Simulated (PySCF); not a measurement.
## Calcium: a sound run and one with changed settings

Sound run: Ca²⁺ [Ar], Ca³⁺ [Ne] 3s2 3p5. All numbers are calculated (PySCF 2.14, no relativity, point nucleus, in pcseg-2). In the sound run the correlated levels freeze [Ne] 3s2. The sound run starts from symmetry-adapted Hartree-Fock orbitals and uses a fine grid where one is needed.

A second run was set up differently.

```csv
species,method,sound run (hartree),changed run (hartree),converged
Ca²⁺,UHF,-676.13987,-669.43352,yes
Ca²⁺,M06-2X,-676.90893,-670.12037,yes
Ca²⁺,LDA,-675.06293,-668.18577,yes
Ca²⁺,MP2,-676.27019,-669.43630,yes
Ca²⁺,CCSD(T),-676.28745,-669.43656,yes
Ca³⁺,UHF,-674.31359,-667.61380,yes
Ca³⁺,M06-2X,-675.03395,-668.25397,yes
Ca³⁺,LDA,-673.18263,-666.31752,yes
Ca³⁺,MP2,-674.40057,-667.61460,yes
Ca³⁺,CCSD(T),-674.41813,-667.61470,yes
```

Ionisation energy of Ca²⁺:

| method | sound run (eV) | changed run (eV) |
| --- | --- | --- |
| UHF | 49.696 | 49.517 |
| M06-2X | 51.021 | 50.787 |
| LDA | 51.166 | 50.838 |
| MP2 | 50.875 | 49.571 |
| SCS-MP2 | 50.808 | 49.569 |
| CCSD | 50.852 | 49.574 |
| CCSD(T) | 50.867 | 49.575 |

Q: What was changed?
A. minimal basis
B. angular grid far too coarse
C. a valence shell is frozen
D. all electrons correlated in a valence basis

A: A. It used basis STO-3G. A minimal basis cannot let orbitals breathe on ionisation and holds almost no correlation.
